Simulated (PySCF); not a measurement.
C₃H₈Be. Atoms are numbered in the order given.

```xyz
12

Be    -0.3060     0.2686     0.6644
C     -0.9876     1.5451     1.5216
H     -1.4626     1.2156     2.4727
H     -1.7799     2.0687     0.9411
H     -0.2376     2.3197     1.7978
C      0.3780    -1.0193    -0.1905
C      0.7890    -0.7549    -1.6546
H     -0.3350    -1.8785    -0.1554
H      1.2641    -1.3859     0.3825
H      1.5440     0.0556    -1.7336
H     -0.0756    -0.4442    -2.2784
H      1.2299    -1.6504    -2.1436
```
Charge 0, spin multiplicity 1.

Coordinates come from a PBE-D3(BJ)/def2-SVP optimisation. The structure was generated by enumeration; whether it is a known compound was not checked. The values are those of a single conformer.

Method: HF/pcSseg-1 in PySCF.

GIAO shieldings, no solvent; atoms alike by connectivity are averaged. δ = σ(ref) − σ: ¹³C against TMS (σ = 192.6 ppm); ¹H against TMS (σ = 31.99 ppm), references at their B3LYP-D3(BJ)/def2-TZVP geometries, non-relativistic.

Computed chemical shifts:
```json
[
 {"nucleus": "¹³C", "atoms": "C7", "count": "1", "δ (ppm)": "12.7"},
 {"nucleus": "¹³C", "atoms": "C6", "count": "1", "δ (ppm)": "4.5"},
 {"nucleus": "¹³C", "atoms": "C2", "count": "1", "δ (ppm)": "-6.8"},
 {"nucleus": "¹H", "atoms": "H10, H11, H12", "count": "3", "δ (ppm)": "1.55"},
 {"nucleus": "¹H", "atoms": "H8, H9", "count": "2", "δ (ppm)": "0.33"},
 {"nucleus": "¹H", "atoms": "H3, H4, H5", "count": "3", "δ (ppm)": "0.00"}
]
```
